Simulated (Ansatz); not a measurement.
# Molecular dynamics of ClGaH₃N

input.yaml

```yaml
crystal:
  periodic: [false, false, false]
  atoms:
    - { symbol: Ga, position_ang: [0.044383, -0.08778, -0.228711] }
    - { symbol: "N", position_ang: [-0.745178, -0.369302, 1.376312] }
    - { symbol: H, position_ang: [-1.725896, -0.585141, 1.568799] }
    - { symbol: H, position_ang: [-0.23988, -0.439269, 2.185381] }
    - { symbol: Cl, position_ang: [2.036947, 0.543086, -0.551342] }
    - { symbol: H, position_ang: [-0.853874, -0.51711, -1.42166] }
basis:
  gaussian: { orbitals: def2-SVP }
hamiltonian:
  xc: hf
md:
  timestep: 1.0
  n_steps: 166
  ensemble: nvt_nose_hoover
  temperature: 3000.0
  initial_velocities: maxwell_boltzmann
  seed: 951129
  nose_hoover: { tau: 100.0, chain_length: 5 }
```

Launched with:

```bash
$ ansatz run input.yaml --threads 1 --pin off --max-ram 2048MiB --backend cpu --events-out ev --progress --plain --runs-dir out
```

It goes on from the last frame of an earlier run, with new velocities.

Output, in part (one step line in 3, the closing report, with atoms numbered from 0):

```
md step     0: t =     0.00 fs  T =  3000.0 K  F+E_penalty+E_count = -66357.12832097 eV  E_kin = 1.551120 eV  conserved = -66355.57720098 eV  (35 SCF iters)
md step     3: t =     3.00 fs  T =  2304.6 K  F+E_penalty+E_count = -66356.77023384 eV  E_kin = 1.191564 eV  conserved = -66355.57883220 eV  (34 SCF iters)
md step     6: t =     6.00 fs  T =  1196.4 K  F+E_penalty+E_count = -66356.13396610 eV  E_kin = 0.618612 eV  conserved = -66355.51613624 eV  (34 SCF iters)
md step     9: t =     9.00 fs  T =  1990.1 K  F+E_penalty+E_count = -66356.60467854 eV  E_kin = 1.028940 eV  conserved = -66355.57773157 eV  (33 SCF iters)
md step    12: t =    12.00 fs  T =  1534.6 K  F+E_penalty+E_count = -66356.37246274 eV  E_kin = 0.793438 eV  conserved = -66355.58266046 eV  (34 SCF iters)
md step    15: t =    15.00 fs  T =   646.0 K  F+E_penalty+E_count = -66355.83473053 eV  E_kin = 0.334012 eV  conserved = -66355.50654077 eV  (34 SCF iters)
md step    18: t =    18.00 fs  T =  2162.8 K  F+E_penalty+E_count = -66356.69740009 eV  E_kin = 1.118255 eV  conserved = -66355.58828271 eV  (34 SCF iters)
md step    21: t =    21.00 fs  T =  2168.7 K  F+E_penalty+E_count = -66356.69655930 eV  E_kin = 1.121304 eV  conserved = -66355.58889566 eV  (32 SCF iters)
md step    24: t =    24.00 fs  T =  1143.3 K  F+E_penalty+E_count = -66356.07542410 eV  E_kin = 0.591130 eV  conserved = -66355.50382235 eV  (34 SCF iters)
md step    27: t =    27.00 fs  T =  2425.5 K  F+E_penalty+E_count = -66356.79992391 eV  E_kin = 1.254081 eV  conserved = -66355.57174237 eV  (33 SCF iters)
md step    30: t =    30.00 fs  T =  2138.1 K  F+E_penalty+E_count = -66356.65351741 eV  E_kin = 1.105485 eV  conserved = -66355.58130510 eV  (34 SCF iters)
md step    33: t =    33.00 fs  T =  1083.0 K  F+E_penalty+E_count = -66356.01904270 eV  E_kin = 0.559973 eV  conserved = -66355.50049297 eV  (34 SCF iters)
md step    36: t =    36.00 fs  T =  2323.1 K  F+E_penalty+E_count = -66356.70846293 eV  E_kin = 1.201113 eV  conserved = -66355.55669034 eV  (34 SCF iters)
md step    39: t =    39.00 fs  T =  2490.2 K  F+E_penalty+E_count = -66356.80430028 eV  E_kin = 1.287543 eV  conserved = -66355.57719573 eV  (32 SCF iters)
md step    42: t =    42.00 fs  T =  1587.1 K  F+E_penalty+E_count = -66356.25463372 eV  E_kin = 0.820601 eV  conserved = -66355.50714009 eV  (36 SCF iters)
md step    45: t =    45.00 fs  T =  2628.6 K  F+E_penalty+E_count = -66356.82910355 eV  E_kin = 1.359074 eV  conserved = -66355.55510036 eV  (33 SCF iters)
md step    48: t =    48.00 fs  T =  2251.7 K  F+E_penalty+E_count = -66356.64076304 eV  E_kin = 1.164241 eV  conserved = -66355.57525278 eV  (33 SCF iters)
md step    51: t =    51.00 fs  T =  1174.5 K  F+E_penalty+E_count = -66356.00176790 eV  E_kin = 0.607286 eV  conserved = -66355.50642042 eV  (34 SCF iters)
md step    54: t =    54.00 fs  T =  1904.2 K  F+E_penalty+E_count = -66356.41550082 eV  E_kin = 0.984544 eV  conserved = -66355.55296353 eV  (35 SCF iters)
md step    57: t =    57.00 fs  T =  1815.3 K  F+E_penalty+E_count = -66356.37703023 eV  E_kin = 0.938578 eV  conserved = -66355.57256071 eV  (35 SCF iters)
md step    60: t =    60.00 fs  T =  1327.3 K  F+E_penalty+E_count = -66356.04932802 eV  E_kin = 0.686244 eV  conserved = -66355.51182422 eV  (36 SCF iters)
md step    63: t =    63.00 fs  T =  2237.7 K  F+E_penalty+E_count = -66356.54099517 eV  E_kin = 1.156999 eV  conserved = -66355.54715429 eV  (34 SCF iters)
md step    66: t =    66.00 fs  T =  2276.9 K  F+E_penalty+E_count = -66356.55790832 eV  E_kin = 1.177266 eV  conserved = -66355.56337453 eV  (33 SCF iters)
md step    69: t =    69.00 fs  T =  1812.9 K  F+E_penalty+E_count = -66356.24545728 eV  E_kin = 0.937337 eV  conserved = -66355.51263882 eV  (35 SCF iters)
md step    72: t =    72.00 fs  T =  2414.4 K  F+E_penalty+E_count = -66356.56941370 eV  E_kin = 1.248338 eV  conserved = -66355.54541691 eV  (33 SCF iters)
md step    75: t =    75.00 fs  T =  2010.0 K  F+E_penalty+E_count = -66356.33456818 eV  E_kin = 1.039226 eV  conserved = -66355.54222200 eV  (32 SCF iters)
md step    78: t =    78.00 fs  T =  1501.4 K  F+E_penalty+E_count = -66356.01130791 eV  E_kin = 0.776298 eV  conserved = -66355.50473075 eV  (34 SCF iters)
md step    81: t =    81.00 fs  T =  2175.5 K  F+E_penalty+E_count = -66356.38553622 eV  E_kin = 1.124818 eV  conserved = -66355.54856787 eV  (34 SCF iters)
md step    84: t =    84.00 fs  T =  1875.8 K  F+E_penalty+E_count = -66356.18331167 eV  E_kin = 0.969857 eV  conserved = -66355.52423377 eV  (33 SCF iters)
md step    87: t =    87.00 fs  T =  1436.5 K  F+E_penalty+E_count = -66355.89796597 eV  E_kin = 0.742704 eV  conserved = -66355.49270288 eV  (37 SCF iters)
md step    90: t =    90.00 fs  T =  2301.7 K  F+E_penalty+E_count = -66356.37920174 eV  E_kin = 1.190084 eV  conserved = -66355.54831901 eV  (34 SCF iters)
md step    93: t =    93.00 fs  T =  1902.1 K  F+E_penalty+E_count = -66356.10063693 eV  E_kin = 0.983454 eV  conserved = -66355.50409860 eV  (33 SCF iters)
md step    96: t =    96.00 fs  T =  1596.0 K  F+E_penalty+E_count = -66355.89734653 eV  E_kin = 0.825205 eV  conserved = -66355.48978268 eV  (34 SCF iters)
md step    99: t =    99.00 fs  T =  2602.2 K  F+E_penalty+E_count = -66356.43676597 eV  E_kin = 1.345418 eV  conserved = -66355.53646289 eV  (34 SCF iters)
md step   102: t =   102.00 fs  T =  2500.9 K  F+E_penalty+E_count = -66356.29767092 eV  E_kin = 1.293045 eV  conserved = -66355.48960215 eV  (32 SCF iters)
md step   105: t =   105.00 fs  T =  2099.4 K  F+E_penalty+E_count = -66356.04936570 eV  E_kin = 1.085457 eV  conserved = -66355.49037505 eV  (35 SCF iters)
md step   108: t =   108.00 fs  T =  2695.9 K  F+E_penalty+E_count = -66356.36186291 eV  E_kin = 1.393898 eV  conserved = -66355.52786047 eV  (35 SCF iters)
md step   111: t =   111.00 fs  T =  2238.6 K  F+E_penalty+E_count = -66356.01623867 eV  E_kin = 1.157437 eV  conserved = -66355.46155190 eV  (34 SCF iters)
md step   114: t =   114.00 fs  T =  2309.4 K  F+E_penalty+E_count = -66356.03778178 eV  E_kin = 1.194033 eV  conserved = -66355.49017169 eV  (34 SCF iters)
md step   117: t =   117.00 fs  T =  2678.5 K  F+E_penalty+E_count = -66356.21828765 eV  E_kin = 1.384897 eV  conserved = -66355.51571863 eV  (33 SCF iters)
md step   120: t =   120.00 fs  T =  1884.5 K  F+E_penalty+E_count = -66355.67851552 eV  E_kin = 0.974369 eV  conserved = -66355.43060070 eV  (32 SCF iters)
md step   123: t =   123.00 fs  T =  1851.0 K  F+E_penalty+E_count = -66355.67671228 eV  E_kin = 0.957028 eV  conserved = -66355.48513613 eV  (33 SCF iters)
md step   126: t =   126.00 fs  T =  1887.2 K  F+E_penalty+E_count = -66355.68359121 eV  E_kin = 0.975763 eV  conserved = -66355.50015409 eV  (34 SCF iters)
md step   129: t =   129.00 fs  T =  1739.7 K  F+E_penalty+E_count = -66355.50429849 eV  E_kin = 0.899482 eV  conserved = -66355.43723230 eV  (33 SCF iters)
md step   132: t =   132.00 fs  T =  2482.1 K  F+E_penalty+E_count = -66355.90899337 eV  E_kin = 1.283330 eV  conserved = -66355.49846210 eV  (38 SCF iters)
md step   135: t =   135.00 fs  T =  1917.1 K  F+E_penalty+E_count = -66355.55950916 eV  E_kin = 0.991207 eV  conserved = -66355.47513508 eV  (34 SCF iters)
md step   138: t =   138.00 fs  T =  2348.8 K  F+E_penalty+E_count = -66355.79278626 eV  E_kin = 1.214437 eV  conserved = -66355.53134221 eV  (35 SCF iters)
md step   141: t =   141.00 fs  T =  2663.3 K  F+E_penalty+E_count = -66355.90030310 eV  E_kin = 1.377016 eV  conserved = -66355.51278490 eV  (34 SCF iters)
md step   144: t =   144.00 fs  T =  1672.3 K  F+E_penalty+E_count = -66355.30885707 eV  E_kin = 0.864624 eV  conserved = -66355.46765689 eV  (35 SCF iters)
md step   147: t =   147.00 fs  T =  2745.9 K  F+E_penalty+E_count = -66355.94406450 eV  E_kin = 1.419737 eV  conserved = -66355.58861580 eV  (33 SCF iters)
md step   150: t =   150.00 fs  T =  2516.6 K  F+E_penalty+E_count = -66355.76742176 eV  E_kin = 1.301184 eV  conserved = -66355.55858942 eV  (35 SCF iters)
md step   153: t =   153.00 fs  T =  1090.7 K  F+E_penalty+E_count = -66354.90185565 eV  E_kin = 0.563919 eV  conserved = -66355.45726706 eV  (36 SCF iters)
md step   156: t =   156.00 fs  T =  3424.6 K  F+E_penalty+E_count = -66356.18644383 eV  E_kin = 1.770643 eV  conserved = -66355.57297426 eV  (32 SCF iters)
md step   159: t =   159.00 fs  T =  3209.9 K  F+E_penalty+E_count = -66356.03043112 eV  E_kin = 1.659659 eV  conserved = -66355.56423224 eV  (32 SCF iters)
md step   162: t =   162.00 fs  T =  2213.9 K  F+E_penalty+E_count = -66355.37073280 eV  E_kin = 1.144678 eV  conserved = -66355.46173075 eV  (35 SCF iters)
md step   165: t =   165.00 fs  T =  4229.1 K  F+E_penalty+E_count = -66356.42517753 eV  E_kin = 2.186595 eV  conserved = -66355.51425419 eV  (33 SCF iters)
md step   166: t =   166.00 fs  T =  4299.7 K  F+E_penalty+E_count = -66356.49690091 eV  E_kin = 2.223133 eV  conserved = -66355.56777854 eV  (36 SCF iters)
Total energy: -66356.49690091 eV, -2438.5562830594 hartree
Atom 0 at     0.054406    -0.105983    -0.242135 Å, force    -2.340277    -0.063530    -0.781550 eV/Å
Atom 1 at    -0.785626    -0.356584     1.400321 Å, force    -1.110854     2.826062     0.925478 eV/Å
Atom 2 at    -1.118165     0.451934     2.069046 Å, force     1.158237    -2.490790    -2.423359 eV/Å
Atom 3 at    -0.145499    -0.901210     1.911906 Å, force     0.540575    -0.689385     1.209264 eV/Å
Atom 4 at     2.003430     0.551178    -0.531871 Å, force     1.996166     0.558572     0.232197 eV/Å
Atom 5 at    -0.508482    -0.294429    -1.738336 Å, force    -0.243848    -0.140928     0.837971 eV/Å
Dipole moment:    -0.173575    -0.025536     0.341280 e Å
```

All steps were run. The conserved energy wandered by up to 30.6 meV per atom (net 1.6 meV per atom), which is poor conservation. The mean temperature of the second half is 24 % below the set value. A run of 0.17 ps of so small a system gives no equilibrium averages.

The same pairs are bonded in the first frame and the last. Pairs count as bonded within 1.25 times the sum of covalent radii (0.12 Å more for H–H).

Last frame:

```xyz
6
Properties=species:S:1:pos:R:3
Ga 0.054 -0.106 -0.242
N -0.786 -0.357 1.400
H -1.118 0.452 2.069
H -0.145 -0.901 1.912
Cl 2.003 0.551 -0.532
H -0.508 -0.294 -1.738
```

The run took 6 min on 1 thread of Arm Neoverse N1, on a shared host, peak memory 0.14 GiB.
